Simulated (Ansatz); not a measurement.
A structure relaxed at PBE0-D4/def2-TZVP, charge 0, multiplicity 1:

```
atom    x (Å)    y (Å)    z (Å)
  F1   0.1922   1.1286   1.6209
  C2   0.2072   0.4052   0.4409
 Si3  -0.2810  -1.3790   0.6410
 Cl4  -2.3199  -1.5882   0.8037
  B5   1.1890   0.7413  -0.6864
  C6  -0.2852   1.0651  -0.8490
  H7   0.1450  -2.1173  -0.5735
  H8   0.3439  -1.9356   1.8597
  H9   2.3011   0.9447  -1.0320
 H10  -0.4047   2.1531  -0.8283
 H11  -1.0875   0.5823  -1.3970
```

Question: Give its formula and SMILES.

Answer: C2H5BClFSi, `FC1([SiH2]Cl)BC1`.

Question: Summarise the bond lengths by kind.

Answer: 1 × C–F 1.384 Å; 1 × C–Si 1.861 Å; 2 × B–C 1.518 to 1.532 Å; 1 × C–C 1.530 Å; 1 × Cl–Si 2.056 Å; 2 × H–Si 1.478 to 1.484 Å; 1 × B–H 1.182 Å; 2 × C–H 1.085 to 1.095 Å.

Results of the Gaussian-basis code of Ansatz.
